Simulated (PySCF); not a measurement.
CHF2NOSi. Atoms are numbered in the order given.

```xyz
7

Si    -0.9251    -0.3635     0.0000
F     -1.5312     0.3737     1.2947
F     -1.5312     0.3737    -1.2947
N      0.7593    -0.1735     0.0000
C      1.9484     0.0041     0.0000
O      3.1035     0.1660     0.0000
H     -1.3206    -1.7755     0.0000
```
Charge 0, spin multiplicity 1.

Geometry: B3LYP-D3(BJ)/def2-SVP. The structure was generated by enumeration, and PubChem lists no compound with its InChIKey, so it may never have been made. Other conformers were not sampled.

Level of theory: PBE/def2-TZVP run with PySCF.

Isolated molecule, no solvent.

Computed frontier levels, gap, dipole moment and polarisability:
The highest occupied level is -8.12 eV, the lowest empty level is -1.23 eV and the orbital gap is 6.89 eV. The dipole moment is 1.35 D. The quadrupole, principal values (traceless, Buckingham form, about the centre of nuclear charge) is -6.23, 0.54, 5.69 D·Å. The mean static polarisability comes out as 43.3 bohr³ (6.42 Å³) and the polarisability, principal values is 31.9, 32.2, 65.8 bohr³.
